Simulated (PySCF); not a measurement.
Al(Me)(OH)2(OH2), CH7AlO3, singlet at its PBE0/def2-SVP optimised geometry (Å):

```
12

Al    -0.7600    -0.9900     0.0000
C     -1.6046    -1.9635     1.4689
H     -2.7015    -2.0036     1.3521
H     -1.4040    -1.5035     2.4505
H     -1.2530    -3.0076     1.5140
O     -0.7140     0.7502     0.0000
H     -1.3518     1.3326     0.4111
O     -0.6113    -1.7253    -1.5746
H     -1.3083    -2.0780    -2.1258
O      1.2272    -0.9900     0.0000
H      1.3518    -0.0265    -0.0614
H      1.3078    -1.3326    -0.9109
```

Method: PySCF with PBE0/def2-TZVP.

Map of the electrostatic potential (hartree/e), clipped to [-0.08, 0.12] on the plane z = 0.8 Å:

```
|--------------::::::::---------|
|--------------::::::::---------|
|------===----:::::::::---------|
|----=======--:::::::::---------|
|---====+++==-:::::::::---------|
|--===++***+=-::..:::::---------|
|--==++*#%@%*=::...:::----------|
|--==+*%@@@@%+:.....::----------|
|-===+*@@@@@@*-.  ..:---====----|
|--==+*@@@@@@#-.   .:--======---|
|--==+*%@@@@@@+.   .-===+=====--|
|--===+#@@@@@@#:  .:-=+++++====-|
|---===+*#@@@@#-  .-=****++====-|
|----===++*#%%*-..-=*#%##*++===-|
|-----===++*##*=--=+#%@%#*+===--|
|-----==+*#@@@@%****%@@%#*+===--|
|-----=+*%@@@@@@@%##%@@%*+==----|
|-----=+#@@@@@@@@@@%@@@%+=------|
|-----=*%@@@@@@@@@@@@@@%+--:----|
|-----=*@@@@@@@@@@@@@@@#=:::::--|
|--====*@@@@@@@@@@@%@@@+-..::::-|
|==+++*@@@@@@@@@@@%***+-....::::|
|=+#%%@@@@@@@@@@@@*+=--:....::::|
|+*@@@@@@@@@@@@@@#+=-::.....::::|
|+#@@@@@@@@@@@%##+=-::.....:::::|
|=*#@@@@@@@@%*+++=--::::.:::::::|
|-=+++*%@@@@*===----::::::::::::|
|------=*#%#+=------::::::::::::|
|--::::-=+##+=----::::::::::::::|
|:::::::-=**+=--:::::::::::::::-|
|:::::::-==+=---:::::::::::::::-|
```
Scale: ten equal steps from -0.052 (start of ' ') to 0.120 (end of '@'), in the order ' .:-=+*#%@'; x runs from -3.50 to 3.50, y from -3.50 (bottom) to 3.50 (top).
